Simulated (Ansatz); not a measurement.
Mulliken charges of Cl$_{3}$H$_{3}$SiSn, SMILES `[SiH3][Sn]([Cl])([Cl])[Cl]` from r2SCAN/def2-TZVPP in Ansatz (PBE0-D4/def2-TZVP geometry).

| atom | x (Å) | y (Å) | z (Å) | charge (e) |
| --- | --- | --- | --- | --- |
| Si1 | -1.185 | -0.241 | 0.792 | 0.127 |
| Sn2 | 0.920 | 0.170 | -0.615 | 0.967 |
| Cl3 | 2.844 | -0.643 | 0.388 | -0.341 |
| Cl4 | 0.820 | -0.832 | -2.701 | -0.341 |
| Cl5 | 1.312 | 2.419 | -1.009 | -0.341 |
| H6 | -0.981 | 0.451 | 2.085 | -0.023 |
| H7 | -1.310 | -1.707 | 0.965 | -0.023 |
| H8 | -2.327 | 0.325 | 0.038 | -0.023 |

**Question.** By hand: the dipole of these point charges (1 e Å = 4.8032 D).

**Answer.** Σ q r = (-0.851, -0.167, 0.568) e Å, of length 1.037 e Å = 4.98 D.

**Question.** How does the dipole of the full density compare? (Estimate.)

**Answer.** Computed: (-0.681, -0.133, 0.454) e Å, 3.98 D; the point charges give 1.25 times that, at 0° from its direction.

Point charges leave out the atoms' own dipoles, such as those of lone pairs, and Mulliken's split depends on the basis, so the two needn't agree.
